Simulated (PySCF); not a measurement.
# Energy of Co²⁺ (cobalt, charge +2) between two integer charges

The 3d beta orbital of [Ar] 3d7 is emptied in steps (occupation f), with all orbitals relaxed, ending at [Ar] 3d6. Computed with PySCF 2.14 in aug-cc-pVDZ, with the non-relativistic Hamiltonian (point nucleus). The exact energy is a straight line in f; departures are measured from the line between the end points of the same method.

| f | PBE0 (eV) | r2SCAN (eV) | LC-wPBE (eV) |
| --- | --- | --- | --- |
| 1 | 0.000 | 0.000 | 0.000 |
| 0.75 | -1.063 | -1.482 | -0.601 |
| 0.5 | -1.427 | -1.982 | -0.814 |
| 0.25 | -1.075 | -1.486 | -0.618 |
| 0 | 0.000 | 0.000 | 0.000 |

Task: For LC-wPBE, how does the orbital energy at f = 1 compare with the removal energy?

Result: −ε = 31.190 eV against a total-energy difference of 34.342 eV. By Janak's theorem ε = ∂E/∂f, so the gap between them reflects the curvature. Along the path −ε is 32.698 (f = 0.75), 34.296 (f = 0.5), 35.962 (f = 0.25) eV.

```json
{"method": "PBE0", "E(f=0) − E(f=1) (eV)": "34.052", "−ε at f=1 (eV)": "28.424", "−ε at f=0.5 (eV)": "34.021"}
{"method": "r2SCAN", "E(f=0) − E(f=1) (eV)": "34.116", "−ε at f=1 (eV)": "26.245", "−ε at f=0.5 (eV)": "34.104"}
{"method": "LC-wPBE", "E(f=0) − E(f=1) (eV)": "34.342", "−ε at f=1 (eV)": "31.190", "−ε at f=0.5 (eV)": "34.296"}
```

Reference removal energy between the ground levels: 33.5 ± 0.06 eV (semi-empirical (NIST evaluation); NIST Atomic Spectra Database, ionization energies). The calculation has no spin-orbit coupling. The determinant left behind need not be the lowest term of the ion.
